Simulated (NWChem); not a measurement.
System: cyclopentadiene (C5H6); SMILES C1=CCC=C1

The following NWChem deck was run.

```
start job
memory heap 200 mb stack 900 mb global 1100 mb
geometry units angstroms noautosym nocenter noautoz
  C      0.735209     0.000000    -0.992130
  C      1.181482     0.000000     0.281090
  C      0.000000     0.000000     1.217189
  C     -1.181482     0.000000     0.281090
  C     -0.735209     0.000000    -0.992130
  H      1.347586     0.000000    -1.888121
  H      2.214390     0.000000     0.610168
  H      0.000000     0.878521     1.880843
  H      0.000000    -0.878521     1.880843
  H     -2.214390     0.000000     0.610168
  H     -1.347586     0.000000    -1.888121
end
basis spherical
  * library 6-31g*
end
dft
  xc b3lyp
  iterations 150
end
cosmo
  do_cosmo_smd true
  solvent toluene
end
task dft energy
```

Parts of the log:

```
             Northwest Computational Chemistry Package (NWChem) 7.3.0
             --------------------------------------------------------

                             Geometry "geometry" -> ""
                             -------------------------

 Output coordinates in angstroms (scale by  1.889725989 to convert to a.u.)

  No.       Tag          Charge          X              Y              Z
 ---- ---------------- ---------- -------------- -------------- --------------
    1 C                    6.0000     0.73520900     0.00000000    -0.99213000
    2 C                    6.0000     1.18148200     0.00000000     0.28109000
    3 C                    6.0000     0.00000000     0.00000000     1.21718900
    4 C                    6.0000    -1.18148200     0.00000000     0.28109000
    5 C                    6.0000    -0.73520900     0.00000000    -0.99213000
    6 H                    1.0000     1.34758600     0.00000000    -1.88812100
    7 H                    1.0000     2.21439000     0.00000000     0.61016800
    8 H                    1.0000     0.00000000     0.87852100     1.88084300
    9 H                    1.0000     0.00000000    -0.87852100     1.88084300
   10 H                    1.0000    -2.21439000     0.00000000     0.61016800
   11 H                    1.0000    -1.34758600     0.00000000    -1.88812100

 Effective nuclear repulsion energy (a.u.)     156.3726239539

                                 NWChem DFT Module
                                 -----------------

 Summary of "ao basis" -> "ao basis" (spherical)
 ------------------------------------------------------------------------------
       Tag                 Description            Shells   Functions and Types
 ---------------- ------------------------------  ------  ---------------------
 C                           6-31g*                  6       14   3s2p1d
 H                           6-31g*                  2        2   2s

 in cosmo_initialize ...
 calling solv_data for solv:toluene

 solvent parameters
 solvname_short: toluene
 solvname_long:  toluene
 dielec:        2.3741
 dielecinf:     2.2383
 nonaqueous SMD model solvent descriptors
 dielec:        2.3741
 sola:          0.0000
 solb:          0.1400
 solc:          0.8570
 solg:         40.2000
 solh:          0.0000
 soln:          1.4961

          ---------------
          -cosmo- solvent
          ---------------
 Cosmo: York-Karplus, doi: 10.1021/jp992097l
 dielectric constant -eps-     =   2.37
 screen = (eps-1)/(eps    )    =   0.57879
 surface charge correction     = lagrangian

[...]

                                COSMO-SMD solvation results
                                ---------------------------

             internal energy in gas <Psi(g)|H|Psi(g)> =      -194.097163678105
         internal energy in solvent <Psi(s)|H|Psi(s)> =      -194.096961092626
                               delta internal energy  =         0.000202585479 (    0.13 kcal/mol)
   total free energy in solvent <Psi(s)|H+V/2|Psi(s)> =      -194.099773552383
 polarization energy contribution <Psi(s)|V/2|Psi(s)> =        -0.002812459757 (   -1.76 kcal/mol)
    total free energy in solvent including G(SMD-CDS) =      -194.104597555078
                       G(SMD-CDS) energy contribution =        -0.004824002696 (   -3.03 kcal/mol)
     1 M fixed-concentration free energy of solvation =        -0.007433876973 (   -4.66 kcal/mol)

                       DFT Final Molecular Orbital Analysis
                       ------------------------------------

 Vector   16  Occ=2.000000D+00  E=-3.529203D-01
              MO Center=  9.0D-08, -5.0D-12,  3.6D-01, r^2= 2.9D+00
   Bfn.  Coefficient  Atom+Function         Bfn.  Coefficient  Atom+Function
  ----- ------------  ---------------      ----- ------------  ---------------
    31      0.380476   3 C  px               17     -0.244132   2 C  px
    45     -0.244132   4 C  px               19      0.193840   2 C  pz
    35      0.193741   3 C  px               47     -0.193840   4 C  pz
     6      0.146277   1 C  s                62     -0.146277   5 C  s
    74     -0.135101   7 H  s                80      0.135101  10 H  s

 Vector   17  Occ=2.000000D+00  E=-2.971298D-01
              MO Center= -2.0D-09, -8.7D-12, -2.7D-01, r^2= 2.7D+00
   Bfn.  Coefficient  Atom+Function         Bfn.  Coefficient  Atom+Function
  ----- ------------  ---------------      ----- ------------  ---------------
     4      0.314881   1 C  py               60      0.314881   5 C  py
     8      0.211631   1 C  py               64      0.211631   5 C  py
    32     -0.184747   3 C  py               18      0.169949   2 C  py
    46      0.169949   4 C  py               76     -0.150845   8 H  s
    78      0.150845   9 H  s                75     -0.129961   8 H  s

 Vector   18  Occ=2.000000D+00  E=-2.158209D-01
              MO Center=  1.9D-09, -3.4D-11, -1.2D-01, r^2= 2.5D+00
   Bfn.  Coefficient  Atom+Function         Bfn.  Coefficient  Atom+Function
  ----- ------------  ---------------      ----- ------------  ---------------
    18      0.346091   2 C  py               46     -0.346091   4 C  py
    22      0.276443   2 C  py               50     -0.276443   4 C  py
     4      0.240279   1 C  py               60     -0.240279   5 C  py
     8      0.182325   1 C  py               64     -0.182325   5 C  py

 Vector   19  Occ=0.000000D+00  E=-1.294889D-02
              MO Center= -1.5D-09,  5.5D-10,  4.7D-02, r^2= 3.1D+00
   Bfn.  Coefficient  Atom+Function         Bfn.  Coefficient  Atom+Function
  ----- ------------  ---------------      ----- ------------  ---------------
    22      0.426263   2 C  py               50      0.426263   4 C  py
    18      0.340020   2 C  py               46      0.340020   4 C  py
     8     -0.300692   1 C  py               64     -0.300692   5 C  py
    76     -0.284966   8 H  s                78      0.284966   9 H  s
     4     -0.235449   1 C  py               60     -0.235449   5 C  py

[...]
```

Level: B3LYP/6-31G* (spherical d), SMD on the gas-phase geometry. Geometry: optimised at B3LYP/6-31G* (spherical d). B3LYP is NWChem's, with the RPA form of VWN correlation. Solvent: toluene.
